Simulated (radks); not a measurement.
Results of a calculation; reference values are marked as such.
Q: Coherent X-ray form factor from a spherical all-electron density. Code: a radial shooting solver on a logarithmic mesh with Libxc functionals. Model: scalar-relativistic Kohn-Sham, PBE, spin-polarised, spherical densities, finite nucleus; Fermi nuclear charge, rms radius of each element as measured or else 0.836 A^(1/3) + 0.57 fm.

sin(theta)/lambda (1/angstrom)  f0 (electrons)
0.05                                    56.229
0.1                                     54.103
0.15                                    51.080
0.2                                     47.680
0.25                                    44.313
0.3                                     41.208
0.4                                     35.998
0.5                                     31.846
0.6                                     28.362
0.8                                     22.875
1                                       19.171
1.25                                    16.217
1.5                                     14.004
2                                       10.133

The species is in the configuration that NIST lists as its ground one. Which atom or ion scatters so?

A: The praseodymium ion Pr2+, [Xe] 4f(up 1.875, down 1.125). Extrapolating in s^2 from the first two rows gives f0(0) = 56.9, near the electron count 57; among species with that count, the fall with angle is slower the higher Z, and the table is that of Z = 59; from so few rows the species is fixed only to a neighbour or two.
